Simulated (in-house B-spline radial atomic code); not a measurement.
Radial electron density of P8+, [He] 2s2 2p3. Level of theory: non-relativistic TPSSh, spin-polarised, spherical fractional occupations, point nucleus; calculated with a B-spline radial code for spherical atoms.

Columns: r (bohr), 4πr²n(r) (electrons per bohr), bar.

```
 0.00386   0.3688 #
  0.0045   0.4917 #
 0.00524   0.6521 ##
  0.0061   0.8612 ##
  0.0071    1.132 ###
 0.00826     1.48 ####
 0.00962    1.927 #####
  0.0112    2.492 ######
   0.013     3.18 ########
  0.0152    4.071 ###########
  0.0177    5.122 #############
  0.0206     6.36 ################
  0.0239    7.757 ####################
  0.0279    9.379 ########################
  0.0325    11.09 #############################
  0.0378    12.81 #################################
   0.044    14.44 #####################################
  0.0512    15.79 #########################################
  0.0596     16.7 ###########################################
  0.0694       17 ############################################
  0.0808    16.56 ###########################################
  0.0941     15.4 ########################################
   0.109    13.74 ####################################
   0.127    11.76 ##############################
   0.148    9.951 ##########################
   0.173    8.724 #######################
   0.201    8.407 ######################
   0.234    8.934 #######################
   0.273    9.985 ##########################
   0.317    10.92 ############################
   0.369    11.18 #############################
    0.43     10.4 ###########################
   0.501    8.603 ######################
   0.583    6.234 ################
   0.679    3.862 ##########
    0.79    2.017 #####
    0.92    0.862 ##
    1.07   0.2974 #
    1.25  0.07595 
    1.45  0.01532 
    1.69 0.002071
```

On this grid the curve has 2 maxima, near 0.0694, 0.369 bohr.

The 2p up radial function P(r) = rR(r), positive near the nucleus:

| r (bohr) | P |
| --- | --- |
| 0.00386 | 0.001775 |
| 0.00524 | 0.003237 |
| 0.0071 | 0.005862 |
| 0.00962 | 0.01056 |
| 0.013 | 0.01881 |
| 0.0177 | 0.03369 |
| 0.0239 | 0.0587 |
| 0.0325 | 0.102 |
| 0.044 | 0.172 |
| 0.0596 | 0.2825 |
| 0.0808 | 0.4476 |
| 0.109 | 0.6712 |
| 0.148 | 0.9525 |
| 0.201 | 1.244 |
| 0.273 | 1.458 |
| 0.369 | 1.478 |
| 0.501 | 1.242 |
| 0.679 | 0.8174 |
| 0.92 | 0.387 |
| 1.25 | 0.1174 |
| 1.69 | 0.02011 |
